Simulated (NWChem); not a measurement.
System: Si₂H₄OClF; SMILES F[Si@H](Cl)O[SiH3]

The following NWChem deck was run.

```
start job
memory heap 200 mb stack 900 mb global 1100 mb
geometry units angstroms noautosym nocenter noautoz
  F      2.033805     0.797263     0.136145
  Si     0.561340     0.631595    -0.496218
  Cl    -0.746543     1.557012     0.783147
  O      0.198217    -0.948332    -0.614598
  Si    -0.409272    -2.303940     0.154165
  H      0.539175     1.274264    -1.819751
  H      0.180931    -2.423640     1.518129
  H     -0.039981    -3.486318    -0.669811
  H     -1.892140    -2.192122     0.253918
end
basis spherical
  F library pcsseg-1
  Si library pcsseg-1
  Cl library pcsseg-1
  O library pcsseg-1
  H library pcsseg-1
end
dft
  xc xpbe96 cpbe96
  iterations 150
end
property
  shielding
end
task dft property
```

Parts of the log:

```
             Northwest Computational Chemistry Package (NWChem) 7.3.0
             --------------------------------------------------------

                             Geometry "geometry" -> ""
                             -------------------------

 Output coordinates in angstroms (scale by  1.889725989 to convert to a.u.)

  No.       Tag          Charge          X              Y              Z
 ---- ---------------- ---------- -------------- -------------- --------------
    1 F                    9.0000     2.03380500     0.79726300     0.13614500
    2 Si                  14.0000     0.56134000     0.63159500    -0.49621800
    3 Cl                  17.0000    -0.74654300     1.55701200     0.78314700
    4 O                    8.0000     0.19821700    -0.94833200    -0.61459800
    5 Si                  14.0000    -0.40927200    -2.30394000     0.15416500
    6 H                    1.0000     0.53917500     1.27426400    -1.81975100
    7 H                    1.0000     0.18093100    -2.42364000     1.51812900
    8 H                    1.0000    -0.03998100    -3.48631800    -0.66981100
    9 H                    1.0000    -1.89214000    -2.19212200     0.25391800

 Effective nuclear repulsion energy (a.u.)     371.4567675992

  pbe96 is a nonlocal functional; adding pw91lda local functional.
                              NWChem Property Module
                              ----------------------

  itol2e modified to match energy
  convergence criterion.

                                 NWChem DFT Module
                                 -----------------

 Summary of "ao basis" -> "ao basis" (spherical)
 ------------------------------------------------------------------------------
       Tag                 Description            Shells   Functions and Types
 ---------------- ------------------------------  ------  ---------------------
 F                          pcsseg-1                 7       17   3s3p1d
 Si                         pcsseg-1                10       24   4s5p1d
 Cl                         pcsseg-1                10       24   4s5p1d
 O                          pcsseg-1                 7       17   3s3p1d
 H                          pcsseg-1                 3        5   2s1p

  itol2e modified to match energy
  convergence criterion.

            General Information
            -------------------
          SCF calculation type: DFT
          Wavefunction type:  closed shell.
          No. of atoms     :     9
          No. of electrons :    66
           Alpha electrons :    33
            Beta electrons :    33
          Charge           :     0
          Spin multiplicity:     1
          Use of symmetry is: off; symmetry adaption is: off
          Maximum number of iterations: 150
          AO basis - number of functions:   126
                     number of shells:    56
          Convergence on energy requested:  1.00D-07
          Convergence on density requested:  1.00D-05
          Convergence on gradient requested:  5.00D-04

              XC Information
              --------------
          PerdewBurkeErnzerhof Exchange Functional  1.000
            Perdew 1991 LDA Correlation Functional  1.000 local
           PerdewBurkeErnz. Correlation Functional  1.000 non-local

[...]

          -----------------------------------------
          Chemical Shielding Tensors (GIAO, in ppm)
          -----------------------------------------

                                NWChem CPHF Module
                                ------------------

  scftype          =     RHF
  nclosed          =       33
  nopen            =        0
  variables        =     3069
  # of vectors     =        3
  tolerance        = 0.10D-03
  level shift      = 0.00D+00
  max iterations   =       50
  max subspace     =       30

 SCF residual:    4.1625533300693396E-005

Iterative solution of linear equations
  No. of variables     3069
  No. of equations        3
  Maximum subspace       30
        Iterations       50
       Convergence  1.0D-04

   iter   nsub   residual    time
   ----  ------  --------  ---------
     1      3    1.23D-05      79.1

      Atom:    1  F
        Diamagnetic
    489.0957      3.2210      9.5120
      3.2210    463.5242      2.3880
      9.5120      2.3880    464.5685

        Paramagnetic
   -153.8044     -3.5438     34.9315
     -3.5438   -202.6722      9.6336
     34.9315      9.6336   -233.3842

        Total Shielding Tensor
    335.2913     -0.3228     44.4434
     -0.3228    260.8521     12.0216
     44.4434     12.0216    231.1842

           isotropic =     275.7759
          anisotropy =     114.1089

          Principal Components and Axis System
                 1           2           3
              351.8485    263.3553    212.1238

      1         0.9361     -0.1188     -0.3310
      2         0.0428      0.9727     -0.2281
      3         0.3491      0.1994      0.9157

      Atom:    2  Si
        Diamagnetic
    882.5940     -0.0235     -1.6352
     -0.0235    882.6669      3.0123
     -1.6352      3.0123    877.4045

        Paramagnetic
   -506.2237      6.9926     -2.4396
      6.9926   -506.0272      4.2992
     -2.4396      4.2992   -506.9266

        Total Shielding Tensor
    376.3702      6.9691     -4.0748
      6.9691    376.6397      7.3115
     -4.0748      7.3115    370.4779

           isotropic =     374.4959
          anisotropy =      14.3844

          Principal Components and Axis System
                 1           2           3
              384.0856    377.5616    361.8407

      1         0.5743     -0.6764      0.4611
      2         0.7804      0.2821     -0.5580
      3         0.2473      0.6803      0.6899

      Atom:    3  Cl
        Diamagnetic
   1148.9836     -2.8481     -3.5589
     -2.8481   1149.0831      3.0255
     -3.5589      3.0255   1148.2090

        Paramagnetic
   -308.3544    -53.7766   -115.6921
    -53.7766   -379.3399     87.9814
   -115.6921     87.9814   -263.4981

        Total Shielding Tensor
    840.6292    -56.6248   -119.2510
    -56.6248    769.7432     91.0069
   -119.2510     91.0069    884.7110

           isotropic =     831.6945
          anisotropy =     294.0979

          Principal Components and Axis System
                 1           2           3
             1027.7597    749.2342    718.0895

      1        -0.5761      0.7965     -0.1834
      2         0.3814      0.4604      0.8016
      3         0.7229      0.3918     -0.5691

      Atom:    4  O
        Diamagnetic
    383.1216     12.2016     -4.0328
     12.2016    422.5024     -6.8809
     -4.0328     -6.8809    383.2570

        Paramagnetic
   -112.2753    -35.4774     19.4453
    -35.4774   -152.1839     36.0348
     19.4453     36.0348   -143.2339

        Total Shielding Tensor
    270.8462    -23.2758     15.4125
    -23.2758    270.3185     29.1539
     15.4125     29.1539    240.0231

           isotropic =     260.3960
          anisotropy =      53.9803

          Principal Components and Axis System
                 1           2           3
              296.3828    273.5365    211.2685

      1         0.5642      0.7223     -0.4000
      2        -0.7861      0.3219     -0.5277
      3        -0.2524      0.6122      0.7494

      Atom:    5  Si
        Diamagnetic
    876.9148      3.1598     -1.5801
      3.1598    885.4325     -3.0213
     -1.5801     -3.0213    877.2718

        Paramagnetic
   -531.1440     28.7204    -20.0294
     28.7204   -472.7699    -37.8499
    -20.0294    -37.8499   -523.1810

        Total Shielding Tensor
    345.7707     31.8803    -21.6095
     31.8803    412.6626    -40.8712
    -21.6095    -40.8712    354.0908

           isotropic =     370.8414
          anisotropy =     115.7134

          Principal Components and Axis System
                 1           2           3
              447.9836    336.7031    327.8374

      1         0.3509      0.5954      0.7228
      2         0.8264     -0.5599      0.0601
      3        -0.4405     -0.5762      0.6884

      Atom:    6  H
        Diamagnetic
     22.6409     -0.0632     -0.8419
     -0.0632     26.1476     -6.3661
     -0.8419     -6.3661     37.0264

        Paramagnetic
     -0.2096      0.0197     -0.1929
      0.0197     -1.7946      2.9342
     -0.1929      2.9342     -5.9598

        Total Shielding Tensor
     22.4312     -0.0435     -1.0348
     -0.0435     24.3530     -3.4318
     -1.0348     -3.4318     31.0666

           isotropic =      25.9503
          anisotropy =       9.9700

          Principal Components and Axis System
                 1           2           3
               32.5970     23.1492     22.1047

      1        -0.0920     -0.4771      0.8740
      2        -0.3823      0.8274      0.4115
      3         0.9195      0.2963      0.2585

      Atom:    7  H
        Diamagnetic
     23.9249     -0.1649      4.2515
     -0.1649     26.2997     -3.6285
      4.2515     -3.6285     34.7969

        Paramagnetic
     -0.8608      0.3267     -2.9587
      0.3267     -0.0815      0.5912
     -2.9587      0.5912     -6.5784

        Total Shielding Tensor
     23.0641      0.1617      1.2928
      0.1617     26.2182     -3.0372
      1.2928     -3.0372     28.2185

[...]
```

Level: PBE/pcSseg-1, GIAO. The geometry was optimised at PBE0/def2-SVP. The printed shielding anisotropy is the first printed principal value minus the mean of the other two.
